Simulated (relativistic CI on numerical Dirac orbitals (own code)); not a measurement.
**Ba: what numerical and physical settings do to a radial Dirac CI calculation**

Reference input:

```
atom Ba  Z=56  charge=0  electrons=56
nucleus A=138  rms_radius_fm=4.8378
hamiltonian dirac-coulomb  breit=on  qed=on  c_scale=1
orbitals kli  potential=per-configuration
slater_scale 1
correlation none
mixing on
grid step=0.0125 r_max=259.4
scf mixing=0.4 start=green max_iterations=150 tolerance=2e-08 node_fill=0.05
configurations
  [Xe] 6s2
  [Xe] 6s 6p
  [Xe] 5d 6s
  [Xe] 5d2
  [Xe] 6p2
end
```

Computed lowest total energy -8124.73544 Ha, first excitation 10720.7 cm⁻¹, 56 SCF steps. Runs with settings changed; * marks those that are bad on purpose (the QED terms keep the true α when c is scaled):

```tsv
Changed	Outcome	Lowest level	ΔE (Ha)	First excitation (cm⁻¹)	SCF steps	Message
speed of light × 2	converged	6s² ¹S0	187	8360.6	57	
start potential previous	converged	6s² ¹S0	-1.36e-10	10720.7	52	
end of the grid at 389.1 bohr	converged	6s² ¹S0	0	10720.7	56	
grid step 0.15 *	converged	6s² ¹S0	0.0945	10696.9	55	orbitals of one symmetry overlap by 1.8e-04
speed of light × 0.4 *	converged	6s² ¹S0	-3410	34386.7	62
```

With so few configurations and no correlation, terms lie too far apart (by 10 to 50 % near neutrality), their order can be wrong, and levels of other configurations are missing.
